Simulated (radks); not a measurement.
Isoelectronic series with 8 electrons, all held in the configuration [He] 2s2 2p4, which need not be the ground one along the series. Calculated with a radial shooting solver on a logarithmic mesh with Libxc functionals: scalar-relativistic Kohn-Sham, PBE, spin-polarised, spherical densities, finite nucleus; open shells are filled with parallel spins first (spin-orbit coupling, left out, can overturn this in heavy ions); Fermi nuclear charge, rms radius of each element as measured or else 0.836 A^(1/3) + 0.57 fm. Total energies (hartree) and orbital eigenvalues (hartree):

ion    E (hartree)    2p down      2p up    2s down
O        -75.05759   -0.26407   -0.37571   -0.80730
Ne2+    -126.68570   -1.91065   -2.08821   -2.77022
Mg4+    -192.44607   -4.59500   -4.83726   -5.77814
Si6+    -272.35268   -8.29474   -8.60129   -9.80850
S8+     -366.44581  -13.00493  -13.37559  -14.85833
Ar10+   -474.77957  -18.72474  -19.15945  -20.92970
Ca12+   -597.41909  -25.45505  -25.95382  -28.02701
Ti14+   -734.43939  -33.19773  -33.76058  -36.15623
Cr16+   -885.92552  -41.95532  -42.58232  -45.32453
Fe18+  -1051.97213  -51.73090  -52.42213  -55.54022
Ni20+  -1232.68422  -62.52804  -63.28360  -66.81271
Zn22+  -1428.17635  -74.35074  -75.17074  -79.15245
Ge24+  -1638.57440  -87.20341  -88.08798  -92.57100
Se26+  -1864.01558  -101.0909  -102.0402  -107.0811
Kr28+  -2104.64782  -116.0184  -117.0325  -122.6966
Sr30+  -2360.63122  -131.9915  -133.0707  -139.4326
Zr32+  -2632.13799  -149.0163  -150.1607  -157.3055
Mo34+  -2919.35153  -167.0992  -168.3090  -176.3329
Ru36+  -3222.47418  -186.2469  -187.5224  -196.5342
Pd38+  -3541.71908  -206.4668  -207.8082  -217.9299
Cd40+  -3877.31336  -227.7664  -229.1739  -240.5423
Sn42+  -4229.50487  -250.1538  -251.6276  -264.3955
Te44+  -4598.55081  -273.6375  -275.1778  -289.5152
